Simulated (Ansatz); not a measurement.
Ideal-gas functions of CH₃FGeS (`C[S][Ge][F]`) at 298.15 K and 1 bar, from an Ansatz frequency run at PBE0-D4/def2-TZVP.

Molar mass 138.71 g/mol, point group Cs (symmetry number 1), electronic degeneracy 1, moments of inertia 79.737, 197.513, 274.063 u Å². Harmonic wavenumbers (cm⁻¹, unscaled): 95, 123, 196, 254, 392, 638, 725, 968, 981, 1342, 1467, 1474, 3073, 3164, 3179.

Use S(trans) = R[1.5 ln M + 2.5 ln T − 1.1517]; rotational temperatures θ = 24.2544 K / I; S(rot) = R[ln(√π/σ · √(T³/θAθBθC)) + 1.5]; for each mode x = 1.438777 ν̃/T, S = R[x/(eˣ − 1) − ln(1 − e⁻ˣ)] and H = RT x/(eˣ − 1); 1 cm⁻¹ = 0.0119627 kJ/mol; R = 8.31446 J/(mol·K).

**Question.** By hand: the entropy, in J/(mol·K).

**Answer.** Translation 170.4. Rotation: θ = 0.3042, 0.1228, 0.0885 K, giving 112.0. Vibration, mode by mode: 14.87, 12.77, 9.08, 7.12, 4.15, 1.63, 1.16, 0.45, 0.42, 0.10, 0.06, 0.05, 0.00, 0.00, 0.00, in all 51.9. Electronic 0.0. Sum 334.3 J/(mol·K).

**Question.** By hand: H − E and G − E in kJ/mol, counted from the electronic energy.

**Answer.** Zero-point energy ½ × 18071 × 0.0119627 = 108.1; thermal vibration 8.3; translation, rotation and pV give 4 RT = 9.9. H − E = 126.3 kJ/mol, and G − E = 126.3 − 298.15 × 334.3/1000 = 26.6 kJ/mol.

Vibration gives 16 % of the entropy, 27.6 J/(mol·K) of it from the modes under 150 cm⁻¹: soft modes count most, and the harmonic formula is weakest for them. The sum counts one conformer and one mirror image; others add a mixing term.
